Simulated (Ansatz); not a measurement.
Mulliken charges of GaH₃OS (`[OH][GaH][SH]`) from PBE/def2-TZVPP in Ansatz (PBE0-D4/def2-TZVP geometry).

```tsv
atom	x (Å)	y (Å)	z (Å)	charge (e)
O1	-1.258	-0.600	-0.167	-0.366
Ga2	0.267	0.284	-0.455	0.353
S3	1.536	0.375	1.325	-0.259
H4	-1.832	-0.652	-0.934	0.178
H5	0.637	0.913	-1.827	-0.032
H6	0.649	-0.320	2.059	0.127
```

Question: By hand: the dipole of these point charges (1 e Å = 4.8032 D).

Answer: Σ q r = (-0.107, 0.037, -0.289) e Å, of length 0.310 e Å = 1.49 D.

Question: How does the dipole of the full density compare? (Best estimate.)

Answer: Ansatz gave: (-0.163, 0.011, -0.299) e Å, 1.64 D; the point charges give 0.91 times that, at 10° from its direction.

Point charges leave out the atoms' own dipoles, such as those of lone pairs, and Mulliken's split depends on the basis, so the close match here is no proof of good charges.
